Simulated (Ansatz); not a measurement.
Start from `CC(F)(F)F` and change one atom or group to get `C[Te]C(F)(F)F`.

Ansatz, PBE0-D4/def2-TZVP geometries, multiplicity 1. 

Elements past krypton have def2 core potentials.  Spin–orbit coupling is left out; it splits and shifts lone-pair levels of the heavy atoms by tenths of an eV.

```
                                        property  `CC(F)(F)F`
           HOMO–LUMO gap (B3LYP/def2-TZVPP) / eV        11.73
               HOMO energy (PBE/def2-TZVPP) / eV        -9.10
             LUMO energy (B3LYP/def2-TZVPP) / eV         1.05
              HOMO energy (PBE0/def2-TZVPP) / eV       -10.92
         HOMO–LUMO gap (ωB97M-V/def2-TZVPP) / eV        16.15
size of the dipole moment (B3LYP/def2-TZVPP) / D         2.29
```

(1) Give the same properties after the change, and the shifts. (An estimate is asked.)

## Answers

(1) The calculation gave: 
| property | `C[Te]C(F)(F)F` | shift |
| --- | --- | --- |
| HOMO–LUMO gap (B3LYP/def2-TZVPP) / eV | 4.78 | -6.95 |
| HOMO energy (PBE/def2-TZVPP) / eV | -5.40 | 3.70 |
| LUMO energy (B3LYP/def2-TZVPP) / eV | -1.53 | -2.58 |
| HOMO energy (PBE0/def2-TZVPP) / eV | -6.52 | 4.40 |
| HOMO–LUMO gap (ωB97M-V/def2-TZVPP) / eV | 9.24 | -6.91 |
| size of the dipole moment (B3LYP/def2-TZVPP) / D | 2.31 | 0.02 |

With PBE0 the HOMO rises by 4.40 eV and the LUMO falls by 2.71 eV, so the gap narrows by about 7.11 eV. PBE moves the HOMO by 3.70 eV and ωB97M-V by 4.66 eV. The zero-point energy changes by -5.1 kJ/mol with +3 modes. Dipoles are sizes alone; their direction can turn.

B3LYP here is the variant with VWN-RPA as its local correlation; programs differ in this.
